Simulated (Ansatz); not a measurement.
Abridged output of a molecular run in Ansatz:

```
Functional definition: HF
1332 factors; integrals over basis functions are off by at most 1.1e-3 eV
mean field evaluation 1: about -22550.4119 eV, gradient 5.3e1 eV
mean field evaluation 2: about -22550.6553 eV, gradient 5.3e1 eV
mean field evaluation 4: about -22556.3373 eV, gradient 4.7e0 eV
mean field evaluation 8: about -22556.4776 eV, gradient 8.0e-1 eV
mean field evaluation 16: about -22556.4854 eV, gradient 1.8e-6 eV
mean field -22556.48537620 eV, -828.9355482403 hartree, gradient 1.7e-6 eV, S^2 0.000000; 0 other end points of the search recorded, 0 dependent functions left out
13 core orbitals not correlated: weight in the atoms' cores, before any rotation towards them, 1.000 or more for the frozen orbitals, at most 0.000 for the correlated occupied ones
reference -22556.48537620 eV, -828.9355482403 hartree; 14, 14 occupied and 192, 192 virtual orbitals, 1332 factors
second order -23.87532605 eV of doubles, -0.00000000 eV of singles
cycle   1  -23.76971894 eV  change    1.1e-1 eV  update   1.3e-1
cycle   2  -24.43096759 eV  change   -6.6e-1 eV  update   4.5e-2
cycle   3  -24.62285406 eV  change   -1.9e-1 eV  update   2.4e-2
cycle   4  -24.60579698 eV  change    1.7e-2 eV  update   7.2e-3
cycle   5  -24.59992829 eV  change    5.9e-3 eV  update   3.6e-3
cycle   6  -24.60188835 eV  change   -2.0e-3 eV  update   1.5e-3
cycle   7  -24.60115419 eV  change    7.3e-4 eV  update   6.2e-4
cycle   8  -24.60085458 eV  change    3.0e-4 eV  update   2.9e-4
cycle   9  -24.60098023 eV  change   -1.3e-4 eV  update   1.3e-4
cycle  10  -24.60100317 eV  change   -2.3e-5 eV  update   5.5e-5
cycle  11  -24.60096249 eV  change    4.1e-5 eV  update   2.9e-5
cycle  12  -24.60098860 eV  change   -2.6e-5 eV  update   1.8e-5
cycle  13  -24.60098276 eV  change    5.8e-6 eV  update   1.1e-5
perturbative correction -1.10361317 eV, -0.0405570361 hartree
Total energy: -22582.18997213 eV, -829.8801747175 hartree
```

Its atoms:

Cartesian coordinates in Å:
```
O 0.6085 -0.2332 2.2968
C 0.2094 -0.4337 1.1798
S -0.0303 -2.1407 0.6256
Al -0.1496 1.1042 -0.0680
O 0.0266 0.8824 -1.7319
H -0.4773 -1.8142 -0.5981
H -0.5751 2.5116 0.4807
H 0.3878 0.1237 -2.1849
```

Question: Which basis set was used?
A. def2-SVP
B. def2-TZVPPD
C. def2-TZVPP
D. cc-pV(D+d)Z

Answer: C. It gives 219 functions.

Question: Write the keys of the input that set method, charge and spin (a neutral closed shell needs none for the last two).

Answer: 
```yaml
correlation: {method: ccsd_t}
```
